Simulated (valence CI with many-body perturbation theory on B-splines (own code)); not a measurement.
# Run record, Hf I

Calculated by relativistic CI+MBPT: four valence electrons over a frozen Dirac-Fock core [Xe] 4f14, a basis of 6 s, 6 p, 5 d, 5 f, 1 g functions for each j, with the one-electron correlation potential Σ1 (screened to all orders), the two-electron term Σ2, the three-electron term Σ3, Breit, model QED; selected single and double excitations, second order for the rest, scaled by the run's own slope (own B-spline code, finite nucleus).

Command, and the settings that its task file holds:

```sh
python run_cv.py task.json out
```

```
atom Hf  Z=72  mass_number=180  rms_radius_fm=5.3470
core [Xe] 4f14
valence 5d2 6s2
avg = 1
basis = S
breit = 1
cap = 10000
capref = 1200
cscale = 1
de = 0.0
dress = 0
eps = 2e-08
extrap = 1
h = 0.27
hh = 1
l2 = 3
lcore = 6
maxit = 60
n2 = 5
natural = 1
nlev = 20
nno = [3, 3, 3, 3, 1]
nroot = 26
nsp = [3, 3, 2, 2, 0]
pt2 = 1
qed = 1
rpa = 1
s1 = 1
s2 = 1
s3 = 1
screen = 1
tol = 0.001
whole = 1
```

It took 96 s on 1 thread of Arm Neoverse V1, with other jobs on the host.

Log. The first blocks belong to the next ion, which gives the ionisation energy. Fields: 2J, parity (1 odd), roots, reference size, generating configurations, candidates as configurations/state functions, variational space P, stored matrix elements, Davidson steps; e2 is the range of second-order energies in hartree. The first line gives the box (bohr), its intervals, the orbitals and the steps of their self-consistent field. Window is the range of levels sought, series limit the energy at which the first omitted orbital would enter, core excitation an estimate of the first excitation out of the core, left out the lowest levels not solved, and shifts from estimates the range by which levels moved from their first estimate, all in cm⁻¹.

```
rmax 49.2 intervals 67 orbitals 40 references ['5d2 6s2', '5d 6s2 6p'] scf 14 t 2.3
2J=3 par=0 roots 2 ref 54 generators 15 cand 2519/5110 P 491/999 nnz 0 it 0
2J=3 par=0 roots 2 ref 54 generators 55 cand 4581/9932 P 1849/3831 nnz 1.9e+06 it 4
   second order: generators 117 cand 3346/7455 e2 -0.00002 -0.00002
2J=5 par=0 roots 2 ref 55 generators 14 cand 2320/5357 P 450/1000 nnz 0 it 0
2J=5 par=0 roots 2 ref 55 generators 52 cand 4578/11284 P 1911/4316 nnz 2.4e+06 it 5
   second order: generators 114 cand 3482/9053 e2 -0.00003 -0.00002
reference levels 519, estimated 67, window 18196 1/cm; series limit 48034, core excitation 138867
2J=4 par=0 roots 5 ref 53 generators 44 cand 12598/91442 P 917/3556 nnz 1.9e+06 it 2
2J=4 par=0 roots 5 ref 53 generators 169 cand 28687/197997 P 2237/9999 nnz 9.9e+06 it 7
   second order: generators 445 cand 42793/306296 e2 -0.00097 -0.00060
2J=6 par=0 roots 3 ref 46 generators 27 cand 12408/101598 P 722/3556 nnz 2.1e+06 it 2
2J=6 par=0 roots 3 ref 46 generators 111 cand 24885/197261 P 1814/9997 nnz 1.1e+07 it 5
   second order: generators 302 cand 38257/302028 e2 -0.00076 -0.00052
2J=8 par=0 roots 4 ref 35 generators 33 cand 11096/87617 P 886/3541 nnz 2e+06 it 2
2J=8 par=0 roots 4 ref 35 generators 133 cand 22837/172902 P 2120/9998 nnz 1e+07 it 6
   second order: generators 354 cand 36445/286227 e2 -0.00104 -0.00056
2J=0 par=0 roots 1 ref 15 generators 17 cand 4930/8994 P 1431/2293 nnz 0 it 2
2J=0 par=0 roots 1 ref 15 generators 53 cand 15349/30228 P 4304/7686 nnz 3.2e+06 it 5
   second order: generators 158 cand 25721/50445 e2 -0.00013 -0.00013
2J=2 par=0 roots 3 ref 38 generators 31 cand 10986/58386 P 1022/3539 nnz 1.8e+06 it 2
2J=2 par=0 roots 3 ref 38 generators 119 cand 23923/123991 P 2496/10000 nnz 8.3e+06 it 5
   second order: generators 291 cand 36950/188870 e2 -0.00049 -0.00032
2J=4 par=1 roots 5 ref 73 generators 49 cand 14169/78659 P 969/3602 nnz 1.7e+06 it 2
2J=4 par=1 roots 5 ref 73 generators 147 cand 22145/145244 P 2291/9989 nnz 9.1e+06 it 7
   second order: generators 351 cand 32231/222779 e2 -0.00114 -0.00074
2J=2 par=1 roots 3 ref 58 generators 34 cand 10324/40248 P 1102/3576 nnz 1.6e+06 it 2
2J=2 par=1 roots 3 ref 58 generators 105 cand 19796/94237 P 2721/9997 nnz 8.4e+06 it 6
   second order: generators 294 cand 30546/149981 e2 -0.00061 -0.00046
2J=6 par=1 roots 4 ref 67 generators 34 cand 9674/59360 P 918/3589 nnz 1.7e+06 it 2
2J=6 par=1 roots 4 ref 67 generators 119 cand 20935/151529 P 2167/9995 nnz 9.5e+06 it 5
   second order: generators 290 cand 30036/229081 e2 -0.00106 -0.00087
2J=10 par=0 roots 2 ref 20 generators 23 cand 8919/57284 P 896/3523 nnz 1.9e+06 it 2
2J=10 par=0 roots 2 ref 20 generators 93 cand 19947/136725 P 2211/9999 nnz 9.1e+06 it 4
   second order: generators 215 cand 31863/225171 e2 -0.00060 -0.00036
2J=8 par=1 roots 2 ref 47 generators 19 cand 8233/47905 P 897/3563 nnz 1.6e+06 it 2
2J=8 par=1 roots 2 ref 47 generators 64 cand 17185/122938 P 2151/10000 nnz 9.6e+06 it 4
   second order: generators 201 cand 27941/204716 e2 -0.00056 -0.00052
2J=0 par=1 roots 2 ref 22 generators 28 cand 9428/17862 P 2081/3529 nnz 1.1e+06 it 2
2J=0 par=1 roots 2 ref 22 generators 80 cand 16943/34783 P 5488/9971 nnz 5.2e+06 it 4
   second order: generators 212 cand 24697/51308 e2 -0.00009 -0.00008
left out: unestimated 23931, estimated 21774, shifts from estimates -60 to 59
operators 7.9
```

The Davidson iterations converged.

Against 16 measured levels this calculation errs by 110 cm⁻¹ on average and by 369 at most. These come from a selection out of the NIST Handbook of Basic Atomic Spectroscopic Data. Levels without a partner in it may be off by more, other configurations by 1,000 to 4,000 cm⁻¹. Among the levels kept, up to 250 cm⁻¹ of a level comes from second order outside the variational space, and about a tenth of that is noise between levels of different J, which matters for small intervals.

```
Valence energy                            : -2.833793 hartree
Ionisation energy                         : 6.8258 eV (NIST: 6.82507 eV (measured))
Reference configurations for the orbitals : 5d2 6s2, 5d 6s2 6p
Radial orbitals                           : 40
Box radius                                : 49.23 bohr
Largest variational space                 : 10000
Lowest levels                             : 5d2 6s2 3F_2 0.0000, 5d2 6s2 3F_3 0.2799, 5d2 6s2 3F_4 0.5515, 5d2 6s2 3P_0 0.7046, 5d2 6s2 1D_2 0.7221, 5d2 6s2 3P_1 0.8239, 5d2 6s2 3P_2 1.120, 5d 6s2 6p 3F°_2 1.308, 5d2 6s2 1G_4 1.352, 5d3 6s 5F_1 1.662, 5d3 6s 5F_2 1.738, 5d 6s2 6p 3D°_1 1.741, 5d 6s2 6p 1D°_2 1.781, 5d 6s2 6p 3F°_3 1.792 eV
```

Names give the largest LS component (configuration and term), which can be under half, so a name can repeat, a term be missing and a line seem to break the LS rules; names also repeat where a configuration has a term twice.
